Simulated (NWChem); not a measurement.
Molecule: SnH2F2; SMILES [F][SnH2][F]

```xyz
5

Sn     0.0000     0.0000    -0.2667
F     -1.5165     0.0000     0.9282
F      1.5165     0.0000     0.9282
H      0.0000     1.4946    -1.0758
H      0.0000    -1.4946    -1.0758
```
Atoms are numbered in this order, from 1.

Level: PBE0/def2-SVP with def2 effective core potentials on Sn (NWChem), optimised geometry, unscaled harmonic frequencies. def2 effective core potentials on Sn; no spin-orbit coupling.

| frequency (cm⁻¹) | IR intensity (km/mol) |
|---|---|
| 179 | 17.2 |
| 469 | 78.9 |
| 502 | 0.0 |
| 638 | 111.4 |
| 650 | 122.8 |
| 669 | 23.9 |
| 671 | 51.3 |
| 1982 | 34.6 |
| 2003 | 133.6 |

- zero-point energy = 11.1 kcal/mol
- thermal correction to the enthalpy at 298.15 K (with zero-point energy) = 14.5 kcal/mol
- heat capacity Cv = 14.1 cal/(mol K)
- entropy at 298.15 K and 1 atm (symmetry number 2) = 69.6 cal/(mol K)

Rigid rotor and harmonic oscillator.
